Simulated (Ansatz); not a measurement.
Geometry optimisation, RKS LDA/def2-SVP in Ansatz 0.2.0.

The input (input.yaml):

```yaml
crystal:
  periodic: [false, false, false]
  atoms:
    - { symbol: Ta, position_ang: [0.0, 0.0, 0.0] }
    - { symbol: F, position_ang: [2.28, 0.0, 0.0] }
    - { symbol: Cl, position_ang: [0.0, 0.0, 2.47] }
    - { symbol: Cl, position_ang: [0.0, 0.0, -2.47] }
    - { symbol: Cl, position_ang: [-1.235, 2.139, 0.0] }
    - { symbol: Cl, position_ang: [-1.235, -2.139, 0.0] }
    - { symbol: Cl, position_ang: [0.8734, -2.2249, 1.3999] }
    - { symbol: H, position_ang: [2.0981, -1.0936, 0.6881] }
basis:
  gaussian: { orbitals: def2-SVP }
hamiltonian:
  xc: lda
relax:
  f_tol: 0.15
  max_steps: 25
  restrain:
    - { distance: [0, 6], at: 2.47, k: 30.0 }
    - { distance: [7, 1], at: 0.92, k: 30.0 }
    - { distance: [0, 1], at: 3.13, k: 30.0 }
    - { distance: [7, 6], at: 2.57, k: 30.0 }
output:
  orbitals: {}
```

Command:

```bash
$ ansatz run input.yaml --threads 4 --pin off --max-ram 5120MiB --backend cpu --events-out ev --progress --plain --runs-dir out
```

Task: Where does it end, and by what steps?

Result: The forces met the threshold. The restraints hold the end off the free minimum; the threshold counts their pulls, which the force column leaves out. Restrained pairs: Ta1–Cl7 (2.77 → 2.44 Å), F2–H8 (1.30 → 0.93 Å), Ta1–F2 (2.28 → 3.12 Å), Cl7–H8 (1.81 → 2.57 Å). After 14 steps the energy has fallen by 3.932 eV (the restraints' own energy left out); Cl6 moved furthest, 1.36 Å.

```csv
step,energy less start (eV),largest force component (eV/Å),accepted
0,0.0000,4.523,yes
1,-0.1098,3.697,yes
2,-0.2520,3.234,yes
3,-1.2744,2.867,yes
4,-2.2330,1.802,yes
5,-2.8923,0.989,yes
6,-3.3591,0.926,yes
7,-3.6742,1.004,yes
8,-3.8549,0.978,yes
9,-3.9229,0.926,yes
10,-3.8619,2.216,no
11,-3.9261,0.930,no
12,-3.9283,0.951,yes
13,-3.9307,0.992,yes
14,-3.9323,1.094,yes
```

```xyz
8
Properties=species:S:1:pos:R:3
Ta -0.418 -0.504 0.197
F 2.549 0.437 0.353
Cl -0.027 0.056 2.390
Cl 0.365 -0.606 -1.968
Cl -1.014 1.682 -0.197
Cl -2.422 -1.501 0.184
Cl 1.038 -2.414 0.611
H 2.710 -0.468 0.517
```

The run took 27 s on 4 threads of Arm Neoverse V1 (shared host), peak memory 0.24 GiB.
